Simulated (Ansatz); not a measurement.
Start from `CO[SiH2]S[SiH2]O` and change one atom or group to get `O[SiH2]S[SiH2][SiH3]`.

Ansatz, PBE0-D4/def2-TZVP geometries, multiplicity 1. Each molecule was computed in one conformer, which needn't be the lowest.

```tsv
property	`CO[SiH2]S[SiH2]O`
size of the dipole moment (ωB97M-V/def2-TZVPP) / D	1.82
HOMO–LUMO gap (PBE/def2-TZVPP) / eV	5.65
HOMO energy (PBE/def2-TZVPP) / eV	-6.53
LUMO energy (PBE0/def2-TZVPP) / eV	0.00
HOMO energy (B3LYP/def2-TZVPP) / eV	-7.47
HOMO–LUMO gap (B3LYP/def2-TZVPP) / eV	7.31
```

Problem. What does the change do to each property? (Estimate.)

Solution. The calculation gave: 
| property | `O[SiH2]S[SiH2][SiH3]` | shift |
| --- | --- | --- |
| size of the dipole moment (ωB97M-V/def2-TZVPP) / D | 1.71 | -0.11 |
| HOMO–LUMO gap (PBE/def2-TZVPP) / eV | 4.89 | -0.76 |
| HOMO energy (PBE/def2-TZVPP) / eV | -6.26 | 0.27 |
| LUMO energy (PBE0/def2-TZVPP) / eV | -0.53 | -0.53 |
| HOMO energy (B3LYP/def2-TZVPP) / eV | -7.17 | 0.30 |
| HOMO–LUMO gap (B3LYP/def2-TZVPP) / eV | 6.48 | -0.83 |

With PBE0 the HOMO rises by 0.34 eV and the LUMO falls by 0.53 eV, so the gap narrows by about 0.87 eV. PBE moves the HOMO by 0.27 eV and ωB97M-V by 0.46 eV. Dipoles are sizes alone; their direction can turn.

B3LYP here is the variant with VWN-RPA as its local correlation; programs differ in this.
